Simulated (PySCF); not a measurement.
Species: cyanide, CN (charge -1).
Cartesian coordinates in Å at the GFN2-xTB level; atoms count from 1:
```xyz
2
CN angstrom
C      0.6014   -0.0032   -0.0025
N     -0.5987    0.0045   -0.0117
```

The closed-shell ground state was solved at several levels (PySCF, density fitting, gas phase, non-relativistic). No diffuse functions stand in pcJ-1 and pcSseg-1, which bears on an anion's orbital energies.

```
          level  basis functions  HOMO (eV)  LUMO (eV)  gap (eV)
  PBE0/pcSseg-1               34      -0.56       8.78      9.34
B3LYP/def2-SVPD               40      -0.90       7.58      8.48
```

Q: Estimate the row for B3LYP/pcJ-1, a basis of 54 functions; the other rows only guide the guess.

A: HOMO -0.20 eV, LUMO 8.59 eV, gap 8.79 eV.

Q: Over all these levels, which gives the widest orbital gap and which the narrowest?

A: PBE0/pcSseg-1 (global hybrid, 25 % exact exchange) has the widest, 9.34 eV, and B3LYP/def2-SVPD (global hybrid, 20 % exact exchange) the narrowest, 8.48 eV. Functional and basis both differ between the two, so the spread mixes both effects.

***

Compound: RuO4 (singlet state).
SMILES: `[O]=[Ru](=[O])(=[O])=[O]`

The closed-shell ground state was solved at several levels (PySCF, density fitting, gas phase). Geometry: PBE0-D3(BJ)/def2-SVP; no solvent, vibrations or thermal averaging. Atoms past krypton carry effective core potentials; spin–orbit coupling is left out. The dipole stays under 0.02 D at every level.

```tsv
level	basis functions	total energy (Eh)	HOMO (eV)	LUMO (eV)	gap (eV)
PBE0/def2-SVPD	126	-395.1492	-10.61	-5.23	5.38
PBE0/pcSseg-1 (def2-TZVP on Ru)	108	-395.3676	-10.55	-5.17	5.38
```

Q: Estimate the row for B3LYP/pcSseg-1 (def2-TZVP on Ru), a basis of 108 functions; the other rows only guide the guess.

A: Total energy -395.7422 Eh, HOMO -10.28 eV, LUMO -5.32 eV, gap 4.96 eV.
